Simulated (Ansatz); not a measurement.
Calculated with Ansatz (gas phase, PBE0-D4/def2-TZVP geometries, no zero-point term in ΔE). CBS: MP2 limit from def2 TZ/QZ plus the TZ coupled-cluster correction, frozen cores. This one scheme is used for every species. DFT in def2-TZVPP. B3LYP here is the variant with VWN-RPA as its local correlation; programs differ in this. HSE06 is defined as in plane-wave codes. For Zn outer-core shells are correlated without core-valence functions, which leaves a few kJ/mol of doubt a bond. Scalar relativity is left out up to krypton. One conformer a species, not always the lowest.

Reaction (redistribution): `[BH2][Zn][SiH2][ZnH]` + `[SiH3]Cl` → `Cl[SiH2][ZnH]` + `[BH2][Zn][SiH3]`

```json
{"level": "PBE-D4", "ΔE (kJ/mol)": "16.1", "difference from CCSD(T)/CBS": "-2.1"}
{"level": "PBE0-D4", "ΔE (kJ/mol)": "16.0", "difference from CCSD(T)/CBS": "-2.2"}
{"level": "B3LYP-D4", "ΔE (kJ/mol)": "14.0", "difference from CCSD(T)/CBS": "-4.2"}
{"level": "r2SCANh-D4", "ΔE (kJ/mol)": "18.1", "difference from CCSD(T)/CBS": "-0.1"}
{"level": "r2SCAN0-D4", "ΔE (kJ/mol)": "17.9", "difference from CCSD(T)/CBS": "-0.3"}
{"level": "B2PLYP", "ΔE (kJ/mol)": "16.5", "difference from CCSD(T)/CBS": "-1.7"}
{"level": "PBE", "ΔE (kJ/mol)": "16.2", "difference from CCSD(T)/CBS": "-2.0"}
{"level": "revPBE", "ΔE (kJ/mol)": "15.4", "difference from CCSD(T)/CBS": "-2.8"}
{"level": "BLYP", "ΔE (kJ/mol)": "14.1", "difference from CCSD(T)/CBS": "-4.1"}
{"level": "HSE06", "ΔE (kJ/mol)": "16.2", "difference from CCSD(T)/CBS": "-2.0"}
{"level": "BHLYP", "ΔE (kJ/mol)": "13.8", "difference from CCSD(T)/CBS": "-4.4"}
{"level": "CCSD(T)/def2-SVP", "ΔE (kJ/mol)": "16.2", "difference from CCSD(T)/CBS": "-2.0"}
{"level": "MP2/def2-TZVPP", "ΔE (kJ/mol)": "21.2", "difference from CCSD(T)/CBS": "3.0"}
{"level": "CCSD(T)/def2-TZVPP", "ΔE (kJ/mol)": "18.0", "difference from CCSD(T)/CBS": "-0.2"}
{"level": "HF/CBS(def2)", "ΔE (kJ/mol)": "11.7", "difference from CCSD(T)/CBS": "-6.5"}
{"level": "CCSD/CBS(def2)", "ΔE (kJ/mol)": "16.4", "difference from CCSD(T)/CBS": "-1.8"}
{"level": "CCSD(T)/CBS", "ΔE (kJ/mol)": "18.2", "difference from CCSD(T)/CBS": "0"}
```

Largest T1 diagnostic among the species: 0.015.

In def2-TZVPP, CCSD(T) changes the Hartree–Fock value by +6.4 kJ/mol (the triples alone add +1.8 kJ/mol) and MP2 by +9.6 kJ/mol. Leaving LDA and LC-ωPBE aside and taking each functional with its dispersion term where it has one, the values, not all of them listed here, spread over 5.2 kJ/mol, from CAM-B3LYP-D4 to r2SCAN-D4.
